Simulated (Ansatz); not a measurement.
CH5AsGa (SMILES [CH3][Ga][AsH2]), doublet, at a GFN2-xTB geometry (such geometries of metal compounds can be far from the true shape) (the spin is typed, not shown lowest); Ansatz (a first-principles code) with BHLYP/cc-pVDZ.

Here is a job for Ansatz.
Ansatz 0.2 input:
```yaml
crystal:
  periodic: [false, false, false]
  atoms:
    - {symbol: Ga, position_ang: [-0.72418449, 0.90851328, -0.00482251]}
    - {symbol: C, position_ang: [-0.41097577, 1.78893551, -1.94346042]}
    - {symbol: H, position_ang: [-1.06187487, 2.63705313, -2.17295222]}
    - {symbol: H, position_ang: [-0.56804506, 1.02852179, -2.71721256]}
    - {symbol: H, position_ang: [0.62662385, 2.13235479, -2.02592682]}
    - {symbol: As, position_ang: [0.79571998, -1.25018914, 0.54381712]}
    - {symbol: H, position_ang: [0.01895386, -1.76412454, -0.65073004]}
    - {symbol: H, position_ang: [-0.35884357, -1.67508798, 1.43111729]}
basis:
  gaussian:
    orbitals: cc-pVDZ
hamiltonian:
  xc: {name: BHLYP}
magnetization: {spin_polarized: true, initial_magnetization: 1}
```

### Question
What does Ansatz print? Leave out banner, timings and long lists.

### Answer

```
Functional definition: BHLYP
996 factors; integrals over basis functions are off by at most 9.8e-4 eV
mean field evaluation 1: about -114329.2588 eV, gradient 2.7e1 eV
mean field evaluation 2: about -114328.7019 eV, gradient 2.8e1 eV
mean field evaluation 4: about -114333.4506 eV, gradient 1.2e0 eV
mean field evaluation 8: about -114333.4641 eV, gradient 4.9e-2 eV
mean field evaluation 16: about -114333.4643 eV, gradient 1.5e-4 eV
mean field -114333.46425166 eV, -4201.6773132431 hartree, gradient 5.3e-5 eV, S^2 0.763636; 0 other end points of the search recorded, 0 dependent functions left out
reference -114333.46441644 eV, -4201.6773192985 hartree; 38, 37 occupied and 55, 56 virtual orbitals, 996 factors
Total energy: -114333.46441644 eV, -4201.6773192985 hartree
```
